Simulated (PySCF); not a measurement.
## Correlation energy of Pm (promethium, neutral)

[Xe] 4f5 6s2, one real determinant. All numbers are calculated (PySCF 2.14, the spin-free X2C one-electron Hamiltonian (Gaussian nucleus), in cc-pVDZ-X2C). Frozen: [Kr] 4d10; 15 electrons correlated.

MP2 pair energies summed by pair of shells (mhartree):

```
 pair   energy  share (%)
5p-5p  -119.42       30.5
4f-5p  -107.13       27.3
4f-4f   -50.75       13.0
5s-5p   -32.95        8.4
5p-6s   -29.00        7.4
4f-5s   -19.21        4.9
6s-6s   -17.55        4.5
4f-6s    -8.21        2.1
5s-5s    -6.11        1.6
5s-6s    -1.45        0.4
```

Total MP2 correlation energy: -391.76 mhartree.

Same-spin part -155.81 and opposite-spin part -235.95 mhartree; SCS-MP2 scales them by 1/3 and 6/5 to -335.08 mhartree.

The reference is one real determinant that mixes LS terms of this configuration.
